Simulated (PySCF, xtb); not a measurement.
F₂H₅NOSi₂, SMILES [SiH2](N)O[SiH](F)F. One conformer was computed; it need not be the lowest.

Harmonic wavenumbers (cm⁻¹) from xtb with GFN2-xTB at its own minimum, in rising order: 8, 36, 57, 174, 207, 234, 250, 331, 482, 543, 558, 594, 623, 691, 730, 790, 820, 861, 890, 920, 1153, 1507, 2222, 2297, 2522, 3477, 3529.

### Question
What does r2SCAN-D4/def2-SVP in PySCF 2.14.0 give at its own minimum? (An estimate is asked for; the answer gives what the named calculation found.)

### Answer
28, 34, 66, 222, 262, 293, 339, 406, 419, 553, 611, 807, 824, 845, 864, 893, 902, 940, 955, 973, 1100, 1545, 2257, 2279, 2352, 3583, 3682. Paired by order, the mean absolute difference is 79 cm⁻¹ and the zero-point energies are 37.9 and 40.1 kcal/mol.
